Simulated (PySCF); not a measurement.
S, charge -1, doublet; PySCF with CISD/6-31G**.

Here is a job for PySCF.
```python
from pyscf import gto, scf, ci

mol = gto.M(
    atom='''
S     0.00000000    0.00000000    0.00000000
''',
    basis='6-31g**',
    charge=-1,
    spin=1,
    verbose=4,
)

mf = scf.UHF(mol)
mf.kernel()

myci = ci.CISD(mf)
myci.kernel()
print('E(CISD) = %.10f' % myci.e_tot)
```

Output, abridged:

```
PySCF version 2.14.0

[INPUT] verbose = 4
[INPUT] num. atoms = 1
[INPUT] num. electrons = 17
[INPUT] charge = -1
[INPUT] spin (= nelec alpha-beta = 2S) = 1
[INPUT] symmetry False subgroup None
[INPUT] Mole.unit = angstrom
[INPUT] Symbol           X                Y                Z      unit          X                Y                Z       unit  Magmom
[INPUT]  1 S      0.000000000000   0.000000000000   0.000000000000 AA    0.000000000000   0.000000000000   0.000000000000 Bohr   0.0

nuclear repulsion = 0
number of shells = 8
number of NR pGTOs = 51
number of NR cGTOs = 18
basis = 6-31g**
ecp = {}

******** <class 'pyscf.scf.uhf.UHF'> ********
method = UHF
initial guess = minao
damping factor = 0
level_shift factor = 0
DIIS = <class 'pyscf.scf.diis.CDIIS'>
diis_start_cycle = 1
diis_space = 8
diis_damp = 0
SCF conv_tol = 1e-09
SCF conv_tol_grad = None
SCF max_cycles = 50
direct_scf = True
direct_scf_tol = 1e-13
number electrons alpha = 9  beta = 8
Set gradient conv threshold to 3.16228e-05
init E= -397.14850756514

cycle= 1 E= -397.472560250914  delta_E= -0.324  |g|= 0.162  |ddm|= 0.732
cycle= 2 E= -397.492931512399  delta_E= -0.0204  |g|= 0.043  |ddm|= 0.37
cycle= 3 E= -397.494149420289  delta_E= -0.00122  |g|= 0.00917  |ddm|= 0.0684
cycle= 4 E= -397.49423525439  delta_E= -8.58e-05  |g|= 0.0019  |ddm|= 0.0157
cycle= 5 E= -397.494240673637  delta_E= -5.42e-06  |g|= 0.000406  |ddm|= 0.00538
cycle= 6 E= -397.49424098646  delta_E= -3.13e-07  |g|= 7.07e-05  |ddm|= 0.00169
cycle= 7 E= -397.494240998996  delta_E= -1.25e-08  |g|= 1.82e-05  |ddm|= 0.000316
cycle= 8 E= -397.49424099983  delta_E= -8.35e-10  |g|= 1.53e-06  |ddm|= 0.000103
Extra cycle  E= -397.494240999833  delta_E= -2.56e-12  |g|= 4.75e-07  |ddm|= 3.69e-06
converged SCF energy = -397.494240999833  <S^2> = 0.7543781  2S+1 = 2.0043733

******** <class 'pyscf.ci.ucisd.UCISD'> ********
CISD nocc = (np.int64(9), np.int64(8)), nmo = (18, 18)
max_cycle = 50
direct = 0
conv_tol = 1e-09
max_cycle = 50
max_space = 12
lindep = 0
nroots = 1
Init t2, MP2 energy = -0.0980432197967638
UCISD converged
E(UCISD) = -397.604201790284  E_corr = -0.1099607904509989
E(CISD) = -397.6042017903
```
